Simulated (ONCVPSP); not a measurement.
What one change does to a pseudopotential (zinc (Zn), ONCV)

ONCVPSP 4.0.1 input, shortened (lines: element, Z, core and valence counts, functional; n l f; lmax; l rc ep ncon nbas qcut; lloc lpopt rc5 dvloc0; l nproj debl; icmod fcfact rcfact), PBE, scalar-relativistic:

```
  Zn 30.00    5    2        4      upf
    1    0    2.00
    2    0    2.00
    2    1    6.00
    3    0    2.00
    3    1    6.00
    3    2   10.00
    4    0    2.00
    2
    0    1.95    0.00    4    9    4.00
    1    1.70    0.25    4    9    5.50
    2    1.50    0.00    4    9   11.90
    4    5    1.00    3.00
    0    2    3.60
    1    2    1.40
    2    3    2.00
    0    0.00    0.00
```

All-electron outer shells of the reference configuration (PBE, scalar-relativistic, ld1.x):

```
shell  level (eV)  outermost node (bohr)  outermost maximum (bohr)
   3p      -83.40                   0.25                      0.59
   3d      -10.14                      –                      0.57
   4s       -5.98                   0.85                      2.09
```

Change: p: nproj 1.

Cutoffs: the cutoffs (Ha) at which the residual kinetic energy of the hardest occupied pseudo-wave falls to 1 and 0.1 mHa per electron; they do not see the model core or the augmentation charge, which bear on the density cutoff. Errors are all-electron minus pseudo energies relative to the spin-unpolarised reference configuration.

Problem. How do hardness, ghosts and transferability respond?

Solution. The potential gets neither clearly harder nor softer (52 Ha and 58 Ha → 52 Ha and 58 Ha); the bound ghost in p disappears; the errors of the 4 common tests hardly move; the range in which the p phases agree narrows (upper end at the end of the scan → 0.8).

```tsv
quantity	base	changed
cutoff, loose	52 Ha	52 Ha
cutoff, tight	58 Ha	58 Ha
bound ghosts	p	none
GHOST(+) flags under 300 eV	s at 39.2 eV	s at 39.2 eV, p at 45.0 eV
error for 3d10 4s1, meV [ΔE 9.89 eV]	+3.6	+3.6
error for 3d10 4s0, meV [ΔE 28.33 eV]	+45	+45
error for 3d9 4s0, meV [ΔE 68.86 eV]	+169	+169
error for 3d10 4s1.5, meV [ΔE 3.94 eV]	+0.3	+0.3
s: phases at 1.98 bohr within 0.05 rad from the reference energy up to (Ha; the scan ends near 5)	1.4	1.4
p: phases at 1.72 bohr within 0.05 rad from the reference energy up to (Ha; the scan ends near 5)	to the end of the scan	0.8
d: phases at 1.52 bohr within 0.05 rad from the reference energy up to (Ha; the scan ends near 5)	to the end of the scan	to the end of the scan
```

 A true bound ghost makes a file unfit for plane-wave use even where its test errors are small: the radial tests pick states by their node count and pass the ghost by.
